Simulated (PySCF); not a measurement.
CdTe, singlet, geometry from GFN2-xTB (such geometries of metal compounds can be far from the true shape) (core potentials on Cd, Te). Base run: PBE0/def2-SVP (PySCF).

The PySCF input:
```python
from pyscf import gto, scf, dft, solvent

mol = gto.Mole()
mol.atom = '''
    Cd   -0.000000   -0.000000   -1.302979
    Te    0.000000    0.000000    1.202750
'''
mol.basis = 'def2-svp'
mol.ecp = {'Cd': 'def2-svp', 'Te': 'def2-svp'}
mol.charge = 0
mol.spin = 0
mol.verbose = 3
mol.build()

mf = dft.RKS(mol)
mf.xc = 'pbe0'
mf.kernel()
```

The base run was repeated with changes; each row names its change, and settings that it needs were set with it.

| change | ΔE vs base (kJ/mol) | dipole (D) | HOMO-LUMO gap (eV) |
|---|---|---|---|
| base | 0.00 | 5.04 | 1.77 |
| model = IEF-PCM; solvent = chloroform | -71.6 | 9.14 | 2.60 |
| model = IEF-PCM; solvent = tetrahydrofuran | -84.8 | 9.89 | 2.77 |
| model = IEF-PCM; solvent = dichloromethane; vdw_scale = 1.1 | -124.1 | 11.49 | 3.12 |
| model = ddCOSMO; solvent = dichloromethane | … | … | … |
| model = IEF-PCM; solvent = dichloromethane | -89.1 | 10.13 | 2.82 |
| model = IEF-PCM; solvent = dichloromethane; vdw_scale = 1.0 | … | … | … |
| model = IEF-PCM; solvent = dichloromethane; lebedev_order = 41 | -89.2 | 10.13 | 2.83 |
| model = IEF-PCM; solvent = dichloromethane; vdw_scale = 1.4 | -49.4 | 8.26 | 2.42 |
| model = IEF-PCM; solvent = methanol | … | … | … |
| model = COSMO; solvent = dichloromethane | -85.5 | 9.90 | 2.78 |
| model = IEF-PCM; solvent = dichloromethane; lebedev_order = 11 | -87.7 | 10.06 | 2.80 |

Task: Complete the blanks.

Result: 
- model = ddCOSMO; solvent = dichloromethane, ΔE vs base (kJ/mol): -151.3
- model = ddCOSMO; solvent = dichloromethane, dipole (D): 12.52
- model = ddCOSMO; solvent = dichloromethane, HOMO-LUMO gap (eV): 3.21
- model = IEF-PCM; solvent = dichloromethane; vdw_scale = 1.0, ΔE vs base (kJ/mol): -177.2
- model = IEF-PCM; solvent = dichloromethane; vdw_scale = 1.0, dipole (D): 13.17
- model = IEF-PCM; solvent = dichloromethane; vdw_scale = 1.0, HOMO-LUMO gap (eV): 3.47
- model = IEF-PCM; solvent = methanol, ΔE vs base (kJ/mol): -106.1
- model = IEF-PCM; solvent = methanol, dipole (D): 11.06
- model = IEF-PCM; solvent = methanol, HOMO-LUMO gap (eV): 3.04

The base is the gas phase, so ΔE is the electrostatic part of solvation at a fixed geometry, without cavity and dispersion terms.
